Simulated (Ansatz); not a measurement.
Energy difference R1 → 6 P1 + P2, each structure at its B3LYP-D3(BJ)/def2-TZVP stationary point, reached from a drawn start (curvature not checked).
R1: F6S (SMILES F[S](F)(F)(F)(F)F), charge 0, multiplicity 1.
P1: F atom, charge 0, multiplicity 2.
P2: S atom, charge 0, multiplicity 3.

P less R. No zero-point or thermal terms; singlets are restricted closed shells; open shells are unrestricted; no spin–orbit coupling.

Correlated levels freeze the cores.

Run with Ansatz (Gaussian basis) for Hartree–Fock, density functionals and correlated methods. No computed number here is a measurement.

Q: Predict the reaction energy from B97M-V/def2-TZVPP.

A: 481.7 kcal/mol

Q: Estimate the reaction energy that wB97M-V/def2-TZVPP returns for this input.

A: 482.3 kcal/mol

Q: Estimate the reaction energy that CCSD(T)/cc-pV(D+d)Z returns for this input.

A: 378.3 kcal/mol

Ansatz is a quantum-chemistry and plane-wave program.
